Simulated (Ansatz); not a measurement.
Isolated molecules relaxed with PBE0-D4/def2-TZVP in Ansatz; ΔE leaves out vibrations. CBS: MP2 limit from def2 TZ/QZ plus the TZ coupled-cluster correction, frozen cores. Functionals use def2-TZVPP. For Ge outer-core shells are correlated without core-valence functions, which leaves a few kJ/mol of doubt a bond. Scalar relativity is left out up to krypton. Each species was taken in one conformer, which may not be the lowest.

`NC[S][GeH3]` + `CC[SiH](Cl)Cl` → `Cl[SiH](Cl)C[CH2][GeH3]` + `NCS`  (formal exchange of groups at a Ge–S bond)

(1) Is it downhill or uphill in electronic energy at CCSD(T)/CBS, and by how much? (An estimate is asked.)

(2) What do these levels give: r2SCAN-D4, ωB97M-V, PBE-QIDH, HF/def2-SVP, MP2/def2-TZVPP, MP2/def2-QZVPP? (An estimate is asked.)

Largest T1 diagnostic among the species: 0.011.

## Answers

(1) Ansatz gave: Uphill: ΔE = +17.8 kcal/mol.

(2) Ansatz gave: r2SCAN-D4 19.7, ωB97M-V 18.8, PBE-QIDH 19.4, HF/def2-SVP 21.6, MP2/def2-TZVPP 18.5, MP2/def2-QZVPP 18.4 kcal/mol.

Leaving LDA and LC-ωPBE aside and taking each functional with its dispersion term where it has one, the values, not all of them listed here, spread over 1.8 kcal/mol, from CAM-B3LYP-D4 to B97M-V. LDA lies −1.1 kcal/mol from PBE without D4. In def2-TZVPP, CCSD(T) changes the Hartree–Fock value by −3.0 kcal/mol (the triples alone add −0.0 kcal/mol) and MP2 by −2.3 kcal/mol.
